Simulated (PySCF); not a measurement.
Predicted microwave data (PBE0-D3(BJ)/def2-SVP geometry optimisation, gas phase (PySCF)) for one isomer of GeH9NSi2:

- Rotational constants: A = 4180, B = 1199, C = 981.8 MHz
- Dipole components: |μa| = 0.96 D, |μb| = 1.09 D, |μc| = 0.70 D
- Inertial defect: -27.61 u·Å²
- κ: -0.86

Question: Which candidate fits, each taken in the one conformer that was computed?
A. `[SiH3][N]([SiH3])[GeH3]`
B. `[NH2:1][SiH2:2][SiH2:3][GeH3:4]` with H–N1–Si2–Si3 56° and -164°, N1–Si2–Si3–Ge4 28°

Answer: B. It is N[SiH2][SiH2][GeH3], an asymmetric top, point group C1. The candidates at the same level (rigid rotor, commonest isotopes):

```tsv
SMILES	A (MHz)	B (MHz)	C (MHz)	μa (D)	μb (D)	μc (D)	Δ (u·Å²)	point group	rotor
[SiH3][N]([SiH3])[GeH3]	3013	1798	1174	0.72	0.00	0.10	-18.30	Cs	asymmetric top
N[SiH2][SiH2][GeH3]	4180	1199	981.8	0.96	1.09	0.70	-27.61	C1	asymmetric top
```

`[SiH3][N]([SiH3])[GeH3]` has B 50 % too high. No structure here is proved a minimum.
